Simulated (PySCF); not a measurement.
## How the method changes the constants of IrCl

State: triplet, unpaired electrons π ↑, δ ↑, a mixture of terms (⟨Lz²⟩ = 4.5). Set-up: basis Ir def2-TZVPP with ECP60, Cl def2-TZVPP; scalar-relativistic core potentials; PySCF 2.14. De refers to Ir (5d7 6s2) + Cl in their high-spin ground configurations, without counterpoise correction. The functionals are run spin-unrestricted. A positive dipole means Ir(−)Cl(+).

```
      Level  Re (Å)  ωe (cm⁻¹)  De (eV)  μ (D)
        UHF   2.274        347      n/a  -5.27
    UHF-MP2   2.133        434      n/a    n/a
UHF-SCS-MP2   2.156        419      n/a    n/a
   UHF-CCSD   2.182        405     3.00    n/a
UHF-CCSD(T)   2.172        411     3.21    n/a
        PBE   2.158        413      n/a  -2.23
     PBEsol   2.132        435      n/a  -2.09
       BLYP   2.189        392      n/a  -2.19
     r²SCAN   2.160        414      n/a  -2.67
       PBE0   2.163        409      n/a  -3.04
        M06   2.190        393      n/a  -3.01
       MN15   2.149        425      n/a  -2.92
    ωB97X-V   2.176        405      n/a  -3.58
```

**Question.** What does a quarter of exact exchange do here, going from PBE to PBE0?

**Answer.** PBE0 less PBE: +0.5 pm in Re, -1.0 % in ωe. Exact exchange removes part of the self-interaction that spreads semilocal densities, and in most molecules shortens and stiffens the bond and lowers De; here Re and ωe go the other way.

**Question.** What does the triples do here, going from UHF-CCSD to UHF-CCSD(T)?

**Answer.** UHF-CCSD(T) less UHF-CCSD: -1.0 pm in Re, +1.5 % in ωe, +0.21 eV in De. Correlation nearly always deepens the well. The bond shortens, as in weak, metallic or heavy-atom bonds, where dispersion and the correlation of outer-core electrons pull the atoms together.

Correlated steps freeze 5 core orbitals. De is left out where the level can put another filling of the metal’s s and d shells below the measured ground configuration, by anything from nothing to about 1 eV. Spin–orbit coupling is left out, which matters for elements this heavy, above all for dissociation energies. The state is the lowest single determinant that the PBE0 search found; with open d or f shells the true ground state can be another one.

The whole job (state search and all levels along the bond) took about 26 min on 2 threads of Arm Neoverse V2 (shared host), peak memory 4.1 GiB.
